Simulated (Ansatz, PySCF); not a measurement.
C4H12BNO, singlet, at a GFN2-xTB geometry, with bond 15-12 at 1.4 times its length. Base run: CASSCF(2,4)/STO-3G (PySCF).

The PySCF input:
```python
from pyscf import gto, scf, mcscf
import numpy

mol = gto.M(
    atom='''
B     0.04354515   -0.25725732    0.57126355
H     0.53169097   -1.06345959    1.28286789
O    -0.50407890   -0.59029486   -0.63222227
C    -0.43189816   -1.89443902   -1.14644955
C     0.82152809   -2.08842259   -1.99660914
H    -0.43983311   -2.63146939   -0.33208394
H    -1.32690634   -2.04462455   -1.76247607
H     1.70813965   -1.94579897   -1.38309519
H     0.83609712   -3.09004176   -2.41840046
H     0.83938812   -1.36147605   -2.80487294
N     0.00028850    1.08189111    0.96715064
C    -0.57782901    2.12257376    0.14885759
C     0.50839707    1.57374296    2.22346468
H    -1.41509970    2.60216010    0.66724468
H     0.46643823    3.19829940   -0.17401576
H    -0.93569833    1.67998462   -0.77564665
H     1.28635661    2.32751019    2.05720394
H    -0.29256628    2.03757828    2.81031260
H     0.93205304    0.75336515    2.79653674
''',
    basis='sto-3g',
    verbose=4,
)

mf = scf.RHF(mol)
mf.kernel()
mc = mcscf.CASSCF(mf, 4, 2)
mc.fix_spin_(ss=0.0)
mc.kernel()
occ = numpy.linalg.eigvalsh(mc.fcisolver.make_rdm1(mc.ci, mc.ncas, mc.nelecas))[::-1]
ss = mc.fcisolver.spin_square(mc.ci, mc.ncas, mc.nelecas)[0]
print('natural occupations', occ.round(4), ' <S^2>', round(ss, 4))
```

Programs used: Ansatz (a first-principles code), PySCF; a row that names a program was run with it.

The base run was repeated with changes; each row names its change, and settings that it needs were set with it.

| change | ΔE vs base (kcal/mol) | natural occupations | <S^2> of the state | outcome |
|---|---|---|---|---|
| base | 0.000 | 1.91 0.09 0.00 0.00 | 0.00 | converged |
| state_average = 2 states | 24.46 | - | - | converged |
| fix_spin_ = off | 0.000 | 1.91 0.09 0.00 0.00 | 0.00 | converged |
| start = MP2 natural orbitals | 0.000 | 1.91 0.09 0.00 0.00 | 0.00 | converged |
| active space = 8 electrons, 9 orbitals | -30.09 | 1.98 1.98 1.98 1.91 0.09 0.02 0.02 0.02 0.00 | 0.00 | converged |
| code = ansatz; correction = SC-NEVPT2, all electrons | -203.1 | - | - | converged |
| orbitals = fixed (CASCI) | 22.48 | 1.99 0.01 0.00 0.00 | 0.00 | converged |
| active space = 6 electrons, 5 orbitals | - | - | - | not converged |
| conv_tol = 1e-5 | 0.147 | 1.91 0.09 0.00 0.00 | 0.00 | converged |
| active space = 6 electrons, 4 orbitals | - | - | - | not converged |
| active space = 8 electrons, 6 orbitals | -7.17 | 2.00 1.99 1.99 1.91 0.09 0.02 | 0.00 | converged |

Active orbitals are taken around the Fermi level unless the row says otherwise; CASSCF can end in different local minima, and two programs can end on different orbitals. State-averaged rows give the lowest state.
